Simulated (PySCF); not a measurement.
rhenium atom (Re), sextet (core potentials on Re); PBE/def2-SV(P) (PySCF).

The PySCF input:
```python
from pyscf import gto, scf, dft

mol = gto.Mole()
mol.atom = '''
    Re    0.00000000    0.00000000    0.00000000
'''
mol.basis = 'def2-sv(p)'
mol.ecp = {'Re': 'def2-sv(p)'}
mol.spin = 5
mol.verbose = 4
mol.build()

mf = dft.UKS(mol)
mf.xc = 'pbe'
mf.kernel()
mf.analyze()
```

It wrote (shortened):

```
PySCF version 2.14.0

[INPUT] verbose = 4
[INPUT] num. atoms = 1
[INPUT] num. electrons = 15
[INPUT] charge = 0
[INPUT] spin (= nelec alpha-beta = 2S) = 5
[INPUT] symmetry False subgroup None
[INPUT] Mole.unit = angstrom
[INPUT] Symbol           X                Y                Z      unit          X                Y                Z       unit  Magmom
[...]
nuclear repulsion = 0
number of shells = 11
number of NR pGTOs = 50
number of NR cGTOs = 25
basis = def2-sv(p)
ecp = {'Re': 'def2-sv(p)'}

******** <class 'pyscf.dft.uks.UKS'> ********
method = UKS
initial guess = minao
damping factor = 0
level_shift factor = 0
DIIS = <class 'pyscf.scf.diis.CDIIS'>
diis_start_cycle = 1
diis_space = 8
diis_damp = 0
SCF conv_tol = 1e-09
SCF conv_tol_grad = None
SCF max_cycles = 50
direct_scf = True
direct_scf_tol = 1e-13
number electrons alpha = 10  beta = 5
XC library pyscf.dft.libxc version 7.1.2
    S. Lehtola, C. Steigemann, M. J. T. Oliveira, and M. A. L. Marques,  SoftwareX 7, 1–5 (2018)
XC functionals = pbe
    J. P. Perdew, K. Burke, and M. Ernzerhof,  Phys. Rev. Lett. 77, 3865 (1996)
    J. P. Perdew, K. Burke, and M. Ernzerhof,  Phys. Rev. Lett. 78, 1396 (1997)
    J. P. Perdew, K. Burke, and M. Ernzerhof,  Phys. Rev. Lett. 77, 3865 (1996)
    J. P. Perdew, K. Burke, and M. Ernzerhof,  Phys. Rev. Lett. 78, 1396 (1997)
radial grids:
    Treutler-Ahlrichs [JCP 102, 346 (1995); DOI:10.1063/1.469408] (M4) radial grids

becke partition: Becke, JCP 88, 2547 (1988); DOI:10.1063/1.454033
pruning grids: <function nwchem_prune>
grids dens level: 3
symmetrized grids: False
atomic radii adjust function: <function treutler_atomic_radii_adjust>
small_rho_cutoff = 0
Set gradient conv threshold to 3.16228e-05
tot grids = 24312
init E= -66.3790913867453

cycle= 1 E= -78.097967294133  delta_E= -11.7  |g|= 0.27  |ddm|= 5.42
cycle= 2 E= -78.0073652045118  delta_E= 0.0906  |g|= 0.546  |ddm|= 1.83
cycle= 3 E= -78.1882499724472  delta_E= -0.181  |g|= 0.13  |ddm|= 0.851
cycle= 4 E= -78.2002232301093  delta_E= -0.012  |g|= 0.0143  |ddm|= 0.242
cycle= 5 E= -78.2004039394729  delta_E= -0.000181  |g|= 0.00106  |ddm|= 0.0436
cycle= 6 E= -78.2004063496152  delta_E= -2.41e-06  |g|= 0.000227  |ddm|= 0.00667
cycle= 7 E= -78.2004067679281  delta_E= -4.18e-07  |g|= 3.28e-05  |ddm|= 0.00409
cycle= 8 E= -78.20040677502  delta_E= -7.09e-09  |g|= 9.77e-06  |ddm|= 0.000624
cycle= 9 E= -78.2004067750996  delta_E= -7.96e-11  |g|= 1.16e-07  |ddm|= 3.22e-05
Extra cycle  E= -78.2004067751011  delta_E= -1.51e-12  |g|= 1.02e-07  |ddm|= 8.19e-07
converged SCF energy = -78.2004067751011  <S^2> = 8.7634239  2S+1 = 6.004473
**** SCF Summaries ****
Total Energy =                         -78.200406775101129
Nuclear Repulsion Energy =               0.000000000000000
One-electron Energy =                 -132.599266186393947
Two-electron Energy =                   54.398859411292825
Two-electron Coulomb Energy =           62.872516351112289
DFT Exchange-Correlation Energy =       -8.473656939819463
**** MO energy ****
                             alpha | beta                alpha | beta
[...]
spin_pop of  0 Re 5s        0.00115
spin_pop of  0 Re 6s       -0.00223
spin_pop of  0 Re 7s        0.00152
spin_pop of  0 Re 8s       -0.00093
spin_pop of  0 Re 9s       -0.00058
spin_pop of  0 Re 10s        0.00107
spin_pop of  0 Re 5px       0.00743
spin_pop of  0 Re 5py       0.00743
spin_pop of  0 Re 5pz       0.00743
spin_pop of  0 Re 6px      -0.00474
spin_pop of  0 Re 6py      -0.00474
spin_pop of  0 Re 6pz      -0.00474
spin_pop of  0 Re 7px      -0.00269
spin_pop of  0 Re 7py      -0.00269
spin_pop of  0 Re 7pz      -0.00269
spin_pop of  0 Re 5dxy      0.69575
spin_pop of  0 Re 5dyz      0.69575
spin_pop of  0 Re 5dz^2     0.69575
spin_pop of  0 Re 5dxz      0.69108
spin_pop of  0 Re 5dx2-y2    0.69108
spin_pop of  0 Re 6dxy      0.30425
spin_pop of  0 Re 6dyz      0.30425
spin_pop of  0 Re 6dz^2     0.30425
spin_pop of  0 Re 6dxz      0.30892
spin_pop of  0 Re 6dx2-y2    0.30892
In total            10.00000 | 5.00000
Dipole moment(X, Y, Z, Debye):  0.00000, -0.00000, -0.00000
```
